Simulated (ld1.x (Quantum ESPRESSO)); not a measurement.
bismuth: one change to an RRKJ potential, before and after

| Property | Result |
| --- | --- |
| Element | bismuth |
| Generator | ld1.x (Quantum ESPRESSO) 7.5 |
| Type | norm-conserving RRKJ (Kleinman–Bylander form) |
| Functional | PBE |
| Relativity | scalar-relativistic |
| Frozen core | [Xe] 4f14 |
| Valence charge | 15 |
| Reference configuration | 5d10 6s2 6p2 (charge +1) |
| Partial waves | 6p (bound): rc 1.75 bohr; 5d (bound): rc 1.10 bohr; 5f channel at -0.1 Ry: rc 1.90 bohr; 6s (bound): rc 1.55 bohr |
| Local potential | the s channel |
| Core correction | none |

All-electron outer shells of the reference configuration (PBE, scalar-relativistic, ld1.x):

```tsv
shell	level (eV)	outermost node (bohr)	outermost maximum (bohr)
5p	-104.00	0.48	0.86
5d	-35.19	0.51	1.03
6s	-22.11	0.98	1.86
6p	-11.44	1.14	2.35
```

Change: all radii scaled by about 1.06 (s 1.64, p 1.86, d 1.16, f 2.02 bohr).

Cutoffs: the cutoffs (Ry, on a coarse ladder) from which the occupation-weighted sum of valence levels, in a spherical-Bessel basis at the reference potential, stays within 10 and 1 mRy of its value at 400 Ry; they do not see the model core or the augmentation charge, which bear on the density cutoff. Errors are all-electron minus pseudo energies relative to the spin-unpolarised reference configuration.

Problem. How do hardness, ghosts and transferability respond?

Solution. The potential gets neither clearly harder nor softer (140 Ry and 230 Ry → 140 Ry and 200 Ry); the d channel sets the loose cutoff, while the largest relative change is in p, which becomes softer; of the 7 tests that both files solve, the error grows in 3 and shrinks in 2 by more than 15 % and 0.3 meV (median size 7.9 → 7.5 meV); neither file shows a bound ghost.

| quantity | base | changed |
| --- | --- | --- |
| cutoff, loose | 140 Ry | 140 Ry |
| cutoff, tight | 230 Ry | 200 Ry |
| loose cutoff by channel (10 mRy a level) | p 35 Ry, d 110 Ry, s 35 Ry | p 25 Ry, d 100 Ry, s 25 Ry |
| bound ghosts | none | none |
| error for 5d10 6s2 6p3, meV [ΔE -7.91 eV] | +6.2 | +5.9 |
| error for 5d10 6s2 6p1, meV [ΔE 15.25 eV] | -2.5 | -3.9 |
| error for 5d10 6s2 6p0, meV [ΔE 38.59 eV] | +5.8 | -2.6 |
| error for 5d9 6s2 6p4, meV [ΔE 16.29 eV] | -81 | -164 |
| error for 5d10 6s1 6p0, meV [ΔE 83.99 eV] | +41 | +26 |
| error for 5d10 6s2 6p3.3, meV [ΔE -9.01 eV] | +7.9 | +7.5 |
| error for 5d9 6s2 6p3, meV [ΔE 25.41 eV] | -59 | -133 |
